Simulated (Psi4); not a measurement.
Internal rotation in SMILES [GeH3][CH2]Br (CH5BrGe), singlet. Scanned: dihedral H4–Ge1–C2–Br3; all other coordinates were relaxed at GFN2-xTB. Heavy atoms are numbered in the order of the SMILES [GeH3][CH2]Br, hydrogens after them in the order of the atoms that carry them; the mirror image has the same energies with the sign of each dihedral reversed.

Computed with: PBE/def2-TZVP // GFN2-xTB (Psi4); PBE-D3(BJ)/def2-TZVP // GFN2-xTB (Psi4); B3LYP-D3(BJ)/def2-TZVP // GFN2-xTB (Psi4); MP2/cc-pVTZ = DF-MP2 (frozen core)/cc-pVTZ // GFN2-xTB in Psi4.

Energies relative to the lowest point of each profile, in kJ/mol; the last columns give the difference from MP2:

| φ / ° | PBE/def2-TZVP | PBE-D3(BJ)/def2-TZVP | B3LYP-D3(BJ)/def2-TZVP | MP2/cc-pVTZ | PBE/def2-TZVP − MP2/cc-pVTZ | PBE-D3(BJ)/def2-TZVP − MP2/cc-pVTZ | B3LYP-D3(BJ)/def2-TZVP − MP2/cc-pVTZ |
|---|---|---|---|---|---|---|---|
| 0 | 5.44 | 5.64 | 5.73 | 7.88 | -2.44 | -2.24 | -2.15 |
| 10 | 5.06 | 5.25 | 5.33 | 7.34 | -2.28 | -2.09 | -2.02 |
| 20 | 4.03 | 4.18 | 4.24 | 5.89 | -1.86 | -1.71 | -1.65 |
| 30 | 2.64 | 2.75 | 2.78 | 3.91 | -1.26 | -1.16 | -1.12 |
| 40 | 1.34 | 1.39 | 1.41 | 1.97 | -0.63 | -0.58 | -0.55 |
| 50 | 0.40 | 0.41 | 0.43 | 0.54 | -0.14 | -0.13 | -0.11 |
| 60 | 0.00 | 0.00 | 0.00 | 0.00 | 0.00 | 0.00 | 0.00 |
| 70 | 0.28 | 0.31 | 0.28 | 0.49 | -0.21 | -0.18 | -0.21 |
| 80 | 1.17 | 1.24 | 1.21 | 1.88 | -0.71 | -0.63 | -0.66 |
| 90 | 2.48 | 2.61 | 2.60 | 3.80 | -1.32 | -1.20 | -1.21 |
| 100 | 3.90 | 4.06 | 4.09 | 5.78 | -1.88 | -1.72 | -1.69 |
| 110 | 4.99 | 5.18 | 5.25 | 7.28 | -2.29 | -2.09 | -2.03 |

PBE/def2-TZVP is furthest from MP2/cc-pVTZ at 0 (-2.44 kJ/mol, below); its mean absolute difference over the points is 1.25 kJ/mol.

PBE-D3(BJ)/def2-TZVP is furthest from MP2/cc-pVTZ at 0 (-2.24 kJ/mol, below); its mean absolute difference over the points is 1.14 kJ/mol.

B3LYP-D3(BJ)/def2-TZVP is furthest from MP2/cc-pVTZ at 0 (-2.15 kJ/mol, below); its mean absolute difference over the points is 1.12 kJ/mol.
